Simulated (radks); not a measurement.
The numbers below are computed, except where a source is named.
How relativity changes the ionisation of the europium ion Eu+ ([Xe] 4f7 6s1) to Eu2+ ([Xe] 4f7). Spin-unpolarised spherical Kohn-Sham, BLYP, point nucleus unless stated (finite: rms radius 5.1115 fm), a radial shooting solver on a logarithmic mesh with Libxc functionals. A level marked "c x" has the speed of light scaled by that factor and shares open shells by 2j + 1; other Dirac levels either fill j = l - 1/2 first or share by 2j + 1.

level                               E(Eu+) (hartree)  E(Eu2+) (hartree)  IE (eV)   HOMO  <r> HOMO (bohr)
non-rel.                                 -10426.6564        -10426.2640   10.677     6s            4.056
scalar-rel.                              -10844.6507        -10844.2333   11.358     6s            3.839
scalar-rel., finite nucleus              -10843.8847        -10843.4673   11.357     6s            3.839
Dirac, 2j+1 shares                       -10852.7515        -10852.3341   11.357  4f7/2           0.9790
Dirac, low j first                       -10852.8194        -10852.4023   11.349  4f7/2           0.9841
Dirac, 2j+1 shares, finite nucleus       -10851.9810        -10851.5637   11.356  4f7/2           0.9790
Dirac, c x 1.25                          -10688.3947        -10687.9875   11.082  6s1/2            3.924
Dirac, c x 10                            -10430.4863        -10430.0937   10.683  6s1/2            4.054
Dirac, c x 100                           -10426.6946        -10426.3023   10.677  6s1/2            4.056

NIST Atomic Spectra Database: 11.24 eV (semi-empirical). The relativistic part of the total energy of Eu+ is -425.3 hartree (Dirac, 2j+1 shares, finite nucleus), 4.1 % of the non-relativistic value. Spin polarisation and multiplet splitting of open shells are left out at every level.

Beside tabulated values, note that relativity, absent from the non-relativistic runs, is large for the heavy elements, and spin-unpolarised runs miss the spin-polarisation part of the exchange energy of open shells.
